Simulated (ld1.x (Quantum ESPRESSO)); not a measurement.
## Which change was made? (Lu, RRKJ)

```
Element                 : lutetium (Lu)
Generator               : ld1.x (Quantum ESPRESSO) 7.5
Type                    : norm-conserving RRKJ (Kleinman–Bylander form)
Functional              : PBE
Relativity              : fully relativistic
Frozen core             : [Kr] 4d10 5s2
Valence charge          : 23
Reference configuration : 4f14 5p6 5d1 6s2 6p0
Partial waves           : 6s (bound): rc 3.35 bohr; 5p (bound): rc 1.60 bohr; 4f (bound): rc 0.65 bohr; 5d (bound): rc 2.05 bohr
Local potential         : the d channel
Core correction         : Bessel-smoothed model core inside 0.40 bohr
rho0                    : 0.02
```

Open shells are filled in proportion to 2j + 1 (rel_dist='average').

Cutoffs, loose and tight: the cutoffs (Ry, on a coarse ladder) from which the occupation-weighted sum of valence levels, in a spherical-Bessel basis at the reference potential, stays within 10 and 1 mRy of its value at 400 Ry. They do not see the model core or the augmentation charge, which bear on the density cutoff. Test errors are all-electron minus pseudo excitation energies from the reference, over the configurations 4f14 5p6 5d1 6s1 6p0; 4f14 5p6 5d1 6s0 6p0; 4f14 5p6 5d0 6s0 6p0; 4f13 5p6 5d1 6s2 6p0; 4f14 5p6 5d1.5 6s1.5 6p0; 4f13 5p6 5d0 6s0 6p0; 4f14 5p6 5d1 6s0 6p1; variants that change the core or the reference have their own tests. The largest error is taken over the tests solved by every variant that gives reliable tests at all, those not shown here included: 4f13 5p6 5d0 6s0 6p0; 4f13 5p6 5d1 6s2 6p0; 4f14 5p6 5d0 6s0 6p0; 4f14 5p6 5d1 6s0 6p0; 4f14 5p6 5d1 6s1 6p0.

The base gives: outcome: generated, misses its reference levels by 0.20 eV; bound ghosts: p3/2, s; largest test error (meV): -887.

Q: After one change the result is: outcome: generated; bound ghosts: s, p; largest test error (meV): +647. Which change was it?
A. scalar-relativistic
B. type TM; local potential all-electron potential smoothed inside 2.40 bohr (lloc = -1); rho0 0
C. reference 4f14 5p6 5d2 6s1 6p0
D. wave 5p (bound): rc 1.60 bohr becomes 5p (bound): rc 1.24 bohr

A: A. The others give: type TM; local potential all-electron potential smoothed inside 2.40 bohr (lloc = -1); rho0 0 → outcome: failed: run_pseudo: Errors in PS-KS equation | wave 5p (bound): rc 1.60 bohr becomes 5p (bound): rc 1.24 bohr → outcome: failed: compute_phi: phi has nodes before r_c | reference 4f14 5p6 5d2 6s1 6p0 → outcome: generated, misses its reference levels by 0.17 eV; bound ghosts: p3/2, s; largest test error (meV): -1040.
